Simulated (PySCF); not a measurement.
CuCl, SMILES [Cl][Cu], multiplicity 1.

Geometry: PBE0-D3(BJ)/def2-TZVPD. The spin state was assumed, not searched.

Calculation: r2SCAN/def2-TZVPD in PySCF.

Isolated molecule, no solvent.

Computed frontier levels, gap, dipole moment and polarisability:
```json
{
  "highest_occupied_level": "-6.21 eV",
  "lowest_empty_level": "-3.69 eV",
  "orbital_gap": "2.52 eV",
  "dipole_moment": "4.90 D",
  "quadrupole, principal values (traceless, Buckingham form, about the centre of nuclear charge)": "-1.39, -1.39, 2.77 D·Å",
  "mean_static_polarisability": "40.1 bohr³ (5.94 Å³)",
  "polarisability_principal_values": "34.7, 34.7, 50.9 bohr³"
}
```
